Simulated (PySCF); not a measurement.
Molecular orbitals of CsTl⁻

MN15 at R = 4.112 Å; PySCF, scalar-relativistic core potentials, basis sets Cs def2-SVPD with ECP46, Tl def2-SVPD with ECP60. State: ²Π (doublet), unpaired electrons π ↑. Only the outer orbitals are listed, counted within each symmetry, core potentials removing the inner ones.

```json
{"spin": "α", "orbital": "3π", "occ.": "1", "ε (eV)": "-11.90", "on Cs (%)": "100", "main shells (%)": "100 Cs p"}
{"spin": "α", "orbital": "3π", "occ.": "1", "ε (eV)": "-11.89", "on Cs (%)": "100", "main shells (%)": "100 Cs p"}
{"spin": "α", "orbital": "5σ", "occ.": "1", "ε (eV)": "-11.85", "on Cs (%)": "99", "main shells (%)": "99 Cs p"}
{"spin": "α", "orbital": "6σ", "occ.": "1", "ε (eV)": "-7.80", "on Cs (%)": "1", "main shells (%)": "99 Tl s"}
{"spin": "α", "orbital": "4π", "occ.": "1", "ε (eV)": "-0.31", "on Cs (%)": "12", "main shells (%)": "88 Tl p"}
{"spin": "α", "orbital": "7σ", "occ.": "1", "ε (eV)": "-0.14", "on Cs (%)": "78", "main shells (%)": "78 Cs s, 26 Tl p"}
{"spin": "α", "orbital": "4π", "occ.": "0", "ε (eV)": "1.63", "on Cs (%)": "78", "main shells (%)": "78 Cs p, 21 Tl p"}
{"spin": "α", "orbital": "8σ", "occ.": "0", "ε (eV)": "1.65", "on Cs (%)": "60", "main shells (%)": "43 Cs p, 34 Tl p, 16 Cs s"}
{"spin": "α", "orbital": "5π", "occ.": "0", "ε (eV)": "1.76", "on Cs (%)": "98", "main shells (%)": "96 Cs p"}
{"spin": "β", "orbital": "3π", "occ.": "1", "ε (eV)": "-11.90", "on Cs (%)": "100", "main shells (%)": "100 Cs p"}
{"spin": "β", "orbital": "3π", "occ.": "1", "ε (eV)": "-11.89", "on Cs (%)": "100", "main shells (%)": "100 Cs p"}
{"spin": "β", "orbital": "5σ", "occ.": "1", "ε (eV)": "-11.85", "on Cs (%)": "99", "main shells (%)": "99 Cs p"}
{"spin": "β", "orbital": "6σ", "occ.": "1", "ε (eV)": "-7.29", "on Cs (%)": "2", "main shells (%)": "98 Tl s"}
{"spin": "β", "orbital": "7σ", "occ.": "1", "ε (eV)": "-0.17", "on Cs (%)": "80", "main shells (%)": "80 Cs s, 24 Tl p"}
{"spin": "β", "orbital": "4π", "occ.": "0", "ε (eV)": "1.65", "on Cs (%)": "87", "main shells (%)": "86 Cs p, 13 Tl p"}
{"spin": "β", "orbital": "8σ", "occ.": "0", "ε (eV)": "1.65", "on Cs (%)": "63", "main shells (%)": "47 Cs p, 31 Tl p, 14 Cs s"}
{"spin": "β", "orbital": "4π", "occ.": "0", "ε (eV)": "1.71", "on Cs (%)": "98", "main shells (%)": "98 Cs p"}
```

Problem. Which are the highest filled and the lowest empty level, where do they sit, and how wide is the gap?

Solution. Highest filled α 7σ at -0.14 eV (in %: 78 Cs s, 26 Tl p); lowest empty α 4π at 1.63 eV (in %: 78 Cs p, 21 Tl p); the gap at MN15 is 1.77 eV. An empty level above zero is unbound, and its energy depends on the basis.

| Property | Result |
| --- | --- |
| bond order (Mayer) | 0.91 |
| ⟨S²⟩ | 0.752 |
| charge on Cs (Mulliken, basis-dependent) | -0.71 |
| charge on Cs (Löwdin, basis-dependent) | -0.62 |
| dipole moment (positive dipole points towards Tl; it is taken about the centre of mass and depends on that origin) | 5.17 D |

These are scalar-relativistic numbers at best; spin–orbit coupling would shift them, the dissociation energy most. The state is the lowest determinant that a PBE0 search found; another state may lie lower at other levels.
